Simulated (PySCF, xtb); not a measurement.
H6NSi2, SMILES [SiH2]N[SiH3] (connectivity only; charge and spin as stated), charge +1, multiplicity 1.

GFN2-xTB run with xtb at its own geometry gives an orbital gap of 3.28 eV.

Coordinates come from a TPSSh-D3(BJ)/def2-SVP optimisation. The multiplicity is an assumed one; other spin states were not compared. The isomer is the one that the SMILES or the coordinates give; other isomers of the formula were not compared.

Problem. What does PBE/def2-TZVPD run with PySCF give? (An estimate is asked for; the answer gives what the named calculation found.)

Solution. gap 3.89 eV (levels -12.60 and -8.71 eV).
